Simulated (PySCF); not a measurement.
YI2, SMILES [I][Y][I] (connectivity only; charge and spin as stated), neutral, multiplicity 2.

The structure is a stationary point at PBE-D3(BJ)/def2-SVP. The def2 effective core potentials stand for the cores of I, Y; spin–orbit coupling is left out.

All values below come from PBE-D3(BJ)/def2-SVP run with PySCF 2.14.0.

Frequencies are harmonic and unscaled.

### Question
Estimate the vibrational spectrum. (An estimate is asked for; the answer gives what the named calculation found.)

### Answer

| mode | ν (cm⁻¹) | IR (km/mol) | moving atoms (share of kinetic energy) |
|---|---|---|---|
| 1 | 29 | 1.5 | I 66 %, Y 34 % |
| 2 | 178 | 7.1 | I 60 %, Y 40 % |
| 3 | 234 | 51.1 | Y 69 %, I 31 % |
